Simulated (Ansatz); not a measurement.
Species: Br (charge -1, singlet).

Basis-set convergence of Hartree-Fock and CCSD correlation energies (hartree) with Ansatz (a program for electronic structure). Cores are frozen in the correlated levels unless marked. Spin-orbit coupling is left out. The frozen core is the preceding noble-gas configuration, with the filled d and f shells of earlier blocks. Non-relativistic.

```tsv
basis	functions	E(HF)	E(corr, CCSD)
aug-cc-pVDZ	36	-2572.46249	-0.14152
aug-cc-pVTZ	59	-2572.53368	-0.18891
aug-cc-pVQZ	93	-2572.53603	-0.20626
```

Extrapolating the two largest sets (X = 3 and 4) as X^-3: E(corr) = (64·(-0.20626) - 27·(-0.18891))/37 = -0.2189 Eh, an estimate of the basis-set limit. The largest set recovers 94.2 % of it, the smallest 64.6 %.
